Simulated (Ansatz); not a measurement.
Compare A (`OCOC[SiH3]`) with its isomer B (`OCCO[SiH3]`).

Computed with Ansatz on PBE0-D4/def2-TZVP structures; ΔE is electronic, products minus reactants. CCSD(T)/CBS adds triple-zeta CCSD(T) − MP2 to the extrapolated MP2 energy (def2 sets, frozen cores). DFT in def2-TZVPP. B3LYP here is the variant with VWN-RPA as its local correlation; programs differ in this. Each species was taken in one conformer, which may not be the lowest.

Which is lower in electronic energy at CCSD(T)/CBS, and by how much? (Estimate.)

Ansatz gave: B, by 128.8 kJ/mol.

Give E(B) − E(A) in kJ/mol with CCSD(T)/def2-TZVPP, B3LYP-D4, r2SCAN-D4, B3LYP, ωB97M-V, MP2/def2-TZVPP, HF/def2-TZVPP. (An estimate is asked.)

Computed: CCSD(T)/def2-TZVPP -126.2, B3LYP-D4 -123.0, r2SCAN-D4 -121.2, B3LYP -124.1, ωB97M-V -123.7, MP2/def2-TZVPP -132.7, HF/def2-TZVPP -141.2. None reverses the order clearly.

Largest T1 diagnostic: 0.012.

From PBE to PBE0 (25 % exact exchange), in def2-TZVPP and without D4, E(B) − E(A) moves by −8.1 kJ/mol. In def2-TZVPP, CCSD(T) changes the Hartree–Fock value by +15.0 kJ/mol (the triples alone add +3.2 kJ/mol) and MP2 by +8.5 kJ/mol.
